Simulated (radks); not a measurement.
Results of a calculation; reference values are marked as such.
Neutral dysprosium, configuration [Kr] 4d10 4f10.5 5s2 5p5.5 6s2 (fractional occupations, a model configuration).

Code: a radial shooting solver on a logarithmic mesh with Libxc functionals. Model: scalar-relativistic Kohn-Sham, revPBE, spin-polarised, spherical densities, finite nucleus; open shells are filled with parallel spins first (spin-orbit coupling, left out, can overturn this in heavy ions); Fermi nuclear charge, rms radius 5.2218 fm.

Energy parts (hartree):
part                       energy
total                 -12156.1576
kinetic                13112.4532
electron-nucleus      -29749.5285
Hartree                 4744.3857
exchange-correlation    -263.4680

Orbitals (lengths in bohr, moments of r in powers of bohr; <r^-3> diverges for s and p1/2; r(max) is where P^2 peaks):
orbital	occ.	eigenvalue (hartree)	r(max)	<r^-3>	<r^4>	<r^2>
1s up	1	-1971.643	0.01338	-	9.915e-07	0.0006094
1s down	1	-1971.642	0.01338	-	9.915e-07	0.0006094
2s up	1	-328.2939	0.07604	-	0.0001559	0.009520
2s down	1	-328.2923	0.07604	-	0.0001559	0.009520
2p up	3	-291.2994	0.06169	12810	0.0001175	0.007707
2p down	3	-291.2977	0.06169	12810	0.0001174	0.007707
3s up	1	-73.04279	0.2154	-	0.005959	0.06286
3s down	1	-72.99300	0.2154	-	0.005949	0.06281
3p up	3	-61.68301	0.2117	2723	0.006270	0.06315
3p down	3	-61.63318	0.2116	2726	0.006256	0.06308
3d up	5	-47.07078	0.1730	364.6	0.004961	0.05285
3d down	5	-47.03265	0.1729	365.0	0.004945	0.05278
4s up	1	-14.44720	0.4941	-	0.1466	0.3173
4s down	1	-14.33645	0.4941	-	0.1466	0.3174
4p up	3	-10.70982	0.5162	609.0	0.1936	0.3594
4p down	3	-10.60008	0.5161	608.3	0.1937	0.3595
4d up	5	-5.62013	0.5349	68.13	0.3070	0.4330
4d down	5	-5.51079	0.5349	68.01	0.3083	0.4336
5s up	1	-1.82135	1.159	-	5.436	1.906
5s down	1	-1.74929	1.165	-	5.655	1.939
5p up	3	-0.95401	1.324	76.67	11.68	2.709
5p down	2.5	-0.89774	1.336	73.65	12.53	2.793
6s up	1	-0.13993	3.456	-	583.9	19.01
6s down	1	-0.13524	3.540	-	633.0	19.81
4f up	7	-0.12071	0.5408	8.847	5.058	1.108
4f down	3.5	-0.02256	0.5423	8.492	16.24	1.430

The highest occupied level is 4f down at -0.614 eV. The electron density at the nucleus is 7.781e+05 e/bohr^3 (large components only). Summed over all electrons, <r^2> = 78.76 bohr^2, which gives a Langevin (diamagnetic) susceptibility term of -62.4 x 10^-6 cm^3/mol. Spin moment in Bohr magnetons: 4.
